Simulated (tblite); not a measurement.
Compound: C8H7O (doublet state).
Structure used (GFN2-xTB), in Å, numbered top down from 1:
```xyz
16
C8H7O angstrom
C     -2.6691   -0.4268   -0.1277
C     -1.6718    0.7019   -0.1606
O     -1.9910    1.8619   -0.2780
C     -0.2573    0.2730   -0.0376
C      0.1336   -1.0334    0.0945
C      1.4235   -1.4552    0.2068
C      2.4227   -0.4815    0.1872
C      2.0816    0.8557    0.0555
C      0.7611    1.2386   -0.0567
H     -2.5675   -0.9704    0.8092
H     -3.6794   -0.0388   -0.2236
H     -2.4580   -1.1180   -0.9408
H      1.6791   -2.4992    0.3071
H      3.4579   -0.7792    0.2749
H      2.8586    1.6067    0.0403
H      0.4685    2.2738   -0.1620
```

Method: GFN2-xTB as coded in tblite; computed harmonic values from a numerical Hessian at the method's own geometry, unscaled. Errors from tens to a few hundred cm⁻¹ against measured bands are possible. One conformer, not necessarily the lowest. Open shells enter through the occupations alone, without spin polarisation, and single modes of such species can be off by tens of per cent.

Harmonic wavenumbers (cm⁻¹): 26.0, 79.4, 133.9, 167.7, 338.2, 342.5, 401.7, 454.4, 564.3, 566.5, 581.9, 638.5, 740.9, 751.6, 855.5, 897.2, 909.5, 937.2, 984.3, 986.2, 1066.9, 1100.2, 1124.3, 1160.1, 1205.0, 1236.4, 1284.6, 1362.4, 1399.4, 1429.4, 1446.1, 1448.7, 1517.5, 1600.0, 1741.1, 3027.3, 3034.0, 3058.7, 3064.6, 3071.0, 3077.3, 3083.1.

A = 3850, B = 1244, C = 945.9 MHz; mass 119.050 u (most abundant isotopes); point group Cs, symmetry number 1; spin multiplicity 2.

Question: Zero-point energy?

Answer: Half the sum of the wavenumbers: 26448 cm⁻¹ = 316.39 kJ/mol.

Question: What is S at 298.15 K and 1 bar for an ideal gas of classical rigid rotors and harmonic oscillators?

Answer: Translation 168.46, rotation 119.88, vibration 96.86, spin (R ln 2) 5.76: S = 391.0 J/(mol K).

Question: And Cp and H(298.15 K) − H(0)?

Answer: Cp = 135.97 J/(mol K), of which vibrations give 102.71 (their classical limit is 42 R = 349.2); H(298.15 K) − H(0) = 24.61 kJ/mol without the zero-point energy, 14.70 from vibrations.

Question: Blend soft modes into free rotors: weight 1/[1 + (100 cm⁻¹/ν̃)⁴] for the oscillator and the rest for a rotor with moment μB/(μ + B), μ = h/(8π²ν), B = 10⁻⁴⁴ kg m². What vibrational entropy results?

Answer: 86.07 J/(mol K) in place of 96.86, which changes −T·S at 298.15 K by +3.22 kJ/mol.

Question: What must be added to the electronic energy to get the Gibbs energy at 298.15 K and 1 bar?

Answer: ZPE + [H(298.15 K) − H(0)] − T·S = 316.39 + 24.61 − 116.57 = 224.43 kJ/mol.

Hindered rotation and anharmonicity are outside this model. Other conformers, if any are populated, would add a mixing term that is left out.
